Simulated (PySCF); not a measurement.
All values below come from PBE-D3(BJ)/def2-TZVP // B3LYP-D3(BJ)/def2-TZVP run with PySCF. All species are isolated molecules in the gas phase. 

Reference species (SMILES): `[F][GeH3]` (neutral, multiplicity 1).

The dipole moment is 2.04 D.

Changed species: `[GeH]([F])([F])[F]` (whole molecule; the reference has whole molecule).

Question: Predict the effect on the dipole moment.

Answer: the dipole moment increases by 0.29 D, to 2.33 D.
